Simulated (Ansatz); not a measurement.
Isolated molecules relaxed with PBE0-D4/def2-TZVP in Ansatz; ΔE leaves out vibrations. CCSD(T)/CBS adds triple-zeta CCSD(T) − MP2 to the extrapolated MP2 energy (def2 sets, frozen cores). Functionals use def2-TZVPP. B3LYP here is the variant with VWN-RPA as its local correlation; programs differ in this. Each species was taken in one conformer, which may not be the lowest.

`C[Si](S)(Cl)Cl` + `C#[C][AlH][OH]` → `C#C[Si](C)(Cl)Cl` + `[OH][AlH][SH]`  (redistribution)

`C[Si](S)(Cl)Cl`:

```xyz
9

C    -0.846   -0.856    0.189
Si    0.219    0.654    0.195
S     1.244    1.004   -1.629
Cl   -0.928    2.324    0.468
Cl    1.545    0.498    1.752
H    -1.586   -0.785   -0.611
H    -0.236   -1.747    0.028
H    -1.362   -0.954    1.146
H     1.950   -0.138   -1.538
```

`C#[C][AlH][OH]`:

```xyz
7

C     1.183   -1.215    1.286
C     0.384   -0.671    0.558
Al   -0.887    0.172   -0.586
O    -0.563    1.716   -1.193
H     1.886   -1.697    1.928
H    -2.240   -0.505   -1.002
H     0.236    2.201   -0.991
```

`C#C[Si](C)(Cl)Cl`:

```xyz
10

C    -2.470   -0.292    0.862
C    -1.473   -0.061    0.225
Si    0.057    0.269   -0.690
C     1.558   -0.145    0.297
Cl    0.077    2.250   -1.200
Cl    0.020   -0.837   -2.410
H    -3.355   -0.495    1.421
H     1.548   -1.204    0.564
H     2.460    0.065   -0.281
H     1.578    0.450    1.212
```

`[OH][AlH][SH]`:

Cartesian coordinates in Å:
```
O 1.046 -1.045 -0.315
Al 0.435 0.310 0.488
S -1.563 1.102 0.090
H 0.593 -1.557 -0.981
H 1.343 1.017 1.556
H -1.854 0.174 -0.837
```

```tsv
level	ΔE (kJ/mol)
PBE-D4	-27.2
r2SCAN-D4	-29.0
B3LYP-D4	-27.8
r2SCAN0-D4	-29.1
BHLYP	-30.7
CCSD(T)/def2-TZVPP	-29.6
SCS-MP2/def2-QZVPP	-29.7
HF/CBS(def2)	-31.6
```

(1) What does CCSD(T)/CBS give? (An estimate is asked.)

Largest T1 diagnostic among the species: 0.014.

Results:

(1) Computed: -28.3 kJ/mol. The listed levels differ from it by 1.1, -0.7, 0.5, -0.8, -2.4, -1.3, -1.4, -3.3 kJ/mol.

At CCSD(T), def2-SVP lies −4.5 kJ/mol from the extrapolated value and def2-TZVPP −1.4 kJ/mol. Leaving LDA and LC-ωPBE aside and taking each functional with its dispersion term where it has one, the values, not all of them listed here, spread over 4.4 kJ/mol, from B2PLYP to revPBE-D4.
